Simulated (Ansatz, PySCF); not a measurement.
CH3BrMgO (SMILES C[O][Mg][Br]), singlet, at a GFN2-xTB geometry (such geometries of metal compounds can be far from the true shape), atoms displaced at random by about 0.03 Å a coordinate. Base run: PBE0/STO-3G, gradient run with PySCF.

Here is a job for PySCF.
```python
from pyscf import gto, scf, dft

mol = gto.M(
    atom='''
Mg    0.43040783   -0.28817226   -0.26575757
Br   -0.92839082    0.74339642    1.21810761
O     1.26771393   -1.03794420   -1.56123189
C     1.91567500   -1.46862135   -2.70696119
H     2.19062961   -0.68546132   -3.36160742
H     2.77979078   -2.04095730   -2.46676391
H     1.20281490   -2.12711420   -3.30062817
''',
    basis='sto-3g',
    verbose=4,
)

mf = dft.RKS(mol)
mf.xc = 'pbe0'
mf.kernel()
g = mf.nuc_grad_method()
grad = g.kernel()
```

Programs used: Ansatz (a quantum-chemistry and plane-wave program), PySCF; a row that names a program was run with it.

The coordinate followed is x of atom 6.

Variants of this job, named by their change:

```json
[
 {"change": "base", "dE/dx (Eh/bohr)": "-0.037347", "net force (Eh/bohr)": "0.000208"},
 {"change": "conv_tol = 1e-11", "dE/dx (Eh/bohr)": "-0.037347", "net force (Eh/bohr)": "0.000208"},
 {"change": "code = ansatz", "dE/dx (Eh/bohr)": "-0.037347", "net force (Eh/bohr)": "0.000000"},
 {"change": "finite difference step (bohr) = 1e-5; conv_tol = 1e-11", "dE/dx (Eh/bohr)": "-0.037349", "net force (Eh/bohr)": "-"},
 {"change": "density fitting = on", "dE/dx (Eh/bohr)": "-0.037354", "net force (Eh/bohr)": "0.000208"},
 {"change": "grid_response = on", "dE/dx (Eh/bohr)": "-0.037349", "net force (Eh/bohr)": "0.000000"},
 {"change": "conv_tol = 1e-4", "dE/dx (Eh/bohr)": "-0.037389", "net force (Eh/bohr)": "0.000208"},
 {"change": "grids.level = 0; grid_response = on", "dE/dx (Eh/bohr)": "-0.038362", "net force (Eh/bohr)": "0.000000"},
 {"change": "conv_tol = 1e-6", "dE/dx (Eh/bohr)": "-0.037347", "net force (Eh/bohr)": "0.000208"},
 {"change": "finite difference step (bohr) = 1e-3; conv_tol = 1e-11", "dE/dx (Eh/bohr)": "-0.037349", "net force (Eh/bohr)": "-"},
 {"change": "finite difference step (bohr) = 0.01; conv_tol = 1e-11", "dE/dx (Eh/bohr)": "-0.037359", "net force (Eh/bohr)": "-"},
 {"change": "density fitting = on; auxbasis_response = off", "dE/dx (Eh/bohr)": "-0.037401", "net force (Eh/bohr)": "0.001292"}
]
```

The net force is zero for an exact gradient.
